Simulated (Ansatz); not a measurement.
BeH2O2 (SMILES [OH][Be][OH]) moved off its minimum; all values from Ansatz (a program for electronic structure), cores frozen in correlated methods.
(charge 0, multiplicity 1)
```xyz
5

Be     0.01286     0.01656     0.03109
O      0.82112     0.15864    -1.15623
H      1.79291     0.05700    -1.25230
O     -0.87701    -0.09455     1.11216
H     -1.41624    -0.81458     1.39470
```

Forces at r2SCAN/def2-TZVPP (eV/Å):

```
atom      Fx      Fy      Fz
----  ------  ------  ------
Be1    0.633  -0.005  -0.912
O2     1.277  -0.125   0.107
H3    -1.467   0.149   0.198
O4    -0.174   0.317   0.445
H5    -0.269  -0.337   0.162
```

Give the forces (eV/Å), the total energy and the dipole at CCSD(T)/aug-cc-pVTZ.


```csv
atom,Fx,Fy,Fz
Be1,0.655,0.000,-0.922
O2,1.315,-0.101,-0.042
H3,-1.388,0.144,0.186
O4,-0.255,0.360,0.582
H5,-0.327,-0.403,0.196
```
Energy -166.2947 hartree, dipole 1.57 D.
